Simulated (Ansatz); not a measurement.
```yaml
crystal:
  periodic: [false, false, false]
  atoms:
    - {symbol: C, position_ang: [0.074493, -2.491408, 0.063353]}
    - {symbol: Se, position_ang: [-0.069438, -1.382543, -1.559192]}
    - {symbol: Sn, position_ang: [-1.410173, 0.402878, -0.550151]}
    - {symbol: Cl, position_ang: [-3.402945, -0.331902, 0.178473]}
    - {symbol: Cl, position_ang: [-1.752284, 2.089338, -2.180382]}
    - {symbol: Se, position_ang: [-0.267741, 1.448965, 1.452051]}
    - {symbol: C, position_ang: [1.328618, 1.989471, 0.545484]}
    - {symbol: H, position_ang: [0.509329, -1.922843, 0.864605]}
    - {symbol: H, position_ang: [0.733275, -3.282587, -0.213339]}
    - {symbol: H, position_ang: [-0.983299, -2.910207, 0.254806]}
    - {symbol: H, position_ang: [1.113458, 2.811389, -0.211879]}
    - {symbol: H, position_ang: [2.119690, 2.410440, 1.311699]}
    - {symbol: H, position_ang: [1.845965, 1.188527, 0.007620]}
basis:
  gaussian: {orbitals: ANO-RCC-VTZP, final_grid: {core_spheres: 5, valence_spheres: 4, degree: 11}}
magnetization: {spin_polarized: true, initial_magnetization: 1}
hamiltonian: {xc: {name: wPBEh}, pseudopotentials: {relativity: none}}
```

```sh
$ ansatz run in.yaml --threads 4 --pin off --events-out ev --progress --plain --max-ram 66560MiB --backend cuda --devices 0, --max-vram 37GiB
```

Task: How does Ansatz answer? (An estimate is asked.)

Result: Ansatz gave: The program refused the input.
```
Error: a molecule whose nuclei and cores have a total charge of 170 cannot have a net charge of 0 together with 1 unpaired electrons
```
